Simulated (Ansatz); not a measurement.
H3NPb (SMILES [NH2][PbH]) moved off its minimum; all values from Ansatz (a program for electronic structure), cores frozen in correlated methods. Elements past Kr take the def2 small-core potentials, without spin–orbit coupling.
(charge 0, multiplicity 1)
```xyz
5

Pb    -0.09562     0.15987     0.19170
H     -0.80605     1.23448    -1.18718
N      0.50805    -1.16044    -1.29776
H      0.43604    -1.20394    -2.21440
H      1.15332    -2.16231    -1.01018
```

Forces at r2SCAN/def2-TZVPP (eV/Å):

```tsv
atom	Fx	Fy	Fz
Pb1	-0.288	0.567	-0.015
H2	0.026	-0.064	0.274
N3	3.482	-4.622	6.168
H4	-0.625	0.129	-5.435
H5	-2.595	3.991	-0.992
```

**Question.** Give the forces (eV/Å), the total energy and the dipole at CCSD(T)/def2-TZVPPD.

**Answer.** 
```
atom      Fx      Fy      Fz
----  ------  ------  ------
Pb1   -0.340   0.712   0.319
H2    -0.024   0.016   0.193
N3     3.565  -4.807   5.967
H4    -0.627   0.117  -5.507
H5    -2.574   3.963  -0.971
```
Energy -248.3445 hartree, dipole 1.35 D.
